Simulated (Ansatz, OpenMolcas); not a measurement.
# C2H7Ga (SMILES [CH3][GaH][CH3]): methods side by side

C2H7Ga has 10 atoms, charge 0, and is taken as a singlet. SMILES: `[CH3][GaH][CH3]`. Geometry: relaxed at PBE0-D4/def2-TZVP.

```tsv
atom	x (Å)	y (Å)	z (Å)
C	-1.0634	1.1428	-0.7118
Ga	0.6490	0.2661	-0.2813
C	0.6815	-1.3215	0.8869
H	-1.5337	0.6142	-1.5482
H	-0.9354	2.1838	-1.0115
H	-1.7597	1.0952	0.1286
H	1.9973	0.8365	-0.8726
H	0.6877	-0.9940	1.9323
H	1.5693	-1.9359	0.7305
H	-0.2096	-1.9383	0.7501
```

Each level gives the energy change with the C1–H4 bond stretched from 1.096 to 1.643 Å (eV). The values are calculated.

| level | kind | program | value (eV) | less CCSD(T)/def2-SVP | CPU time (all runs) |
| --- | --- | --- | --- | --- | --- |
| SVWN5/def2-SVP (restricted) | LDA | OpenMolcas | 1.84 | -0.08 | 56 s |
| revPBE/def2-SVP (restricted) | GGA | OpenMolcas | 1.81 | -0.11 | 76 s |
| TPSS/def2-SVP (restricted) | meta-GGA | OpenMolcas | 1.86 | -0.06 | 97 s |
| B3LYP/def2-SVP (restricted) | global hybrid | OpenMolcas | 1.91 | -0.01 | 74 s |
| r2SCAN0/def2-SVP (restricted) | hybrid meta-GGA | Ansatz | 2.06 | +0.14 | 33 s |
| CAM-B3LYP/def2-SVP (restricted) | range-separated hybrid | Ansatz | 1.99 | +0.07 | 20 s |
| PBE-QIDH/def2-SVP (restricted) | double hybrid | Ansatz | 2.11 | +0.19 | 25 s |
| MP2/def2-SVP (restricted) | perturbation theory | OpenMolcas | 2.07 | +0.15 | 18 s |
| CCSD(T)/def2-SVP (restricted) | coupled cluster or CI | OpenMolcas | 1.92 | 0.00 | 3 min |

CCSD(T)/def2-SVP (restricted) is the highest level here, not the true value. All-electron rows without a relativistic Hamiltonian named are non-relativistic. The first shape isn't each level's own minimum. The values span 1.81 to 2.11 eV. In the correlated wave-function rows the outer d shell of Ga is correlated, in sets not made for it. CPU times are rough (shared hosts, several kinds of processor and program).
